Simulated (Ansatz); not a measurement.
F2H2MoO3, SMILES `[O]=[Mo]([OH])([OH])([F])[F]`, relaxed with RKS PBE0-D4/def2-TZVP in Ansatz 0.2.0 from a GFN2-xTB geometry. The force threshold is 0.005 eV/Å; the program also tests the step.

The species carries charge 0 and has multiplicity 1. Mo: def2 effective core potential.

Start:

```xyz
8

O     1.033    0.565    1.356
Mo    0.085    0.046    0.114
O     0.807   -1.471   -0.352
O    -1.112    1.304   -0.044
F     0.874    0.754   -1.356
F    -1.200   -0.933    0.932
H     1.248   -2.299   -0.560
H    -1.734    2.035   -0.090
```

(1) How much energy does the relaxation release, and in how many steps? (Best estimate.)

(2) Which bonds change most? (An estimate is asked.)

(3) Give the relaxed structure. (Estimate.)

## Answers

(1) The calculation gave: 76.09 kJ/mol, in 24 steps.

(2) Ansatz gave: Mo2–O4 from 1.743 to 1.858 Å; Mo2–O3 from 1.744 to 1.858 Å; Mo2–F5 from 1.813 to 1.903 Å; Mo2–F6 from 1.811 to 1.839 Å.

(3) Computed: 
```xyz
8

O     1.114    0.603    1.505
Mo    0.054   -0.006    0.397
O     0.856   -1.573   -0.198
O    -1.166    1.368    0.122
F     0.620    0.570   -1.326
F    -1.183   -0.962    1.366
H     1.054   -1.747   -1.123
H    -1.349    1.747   -0.743
```
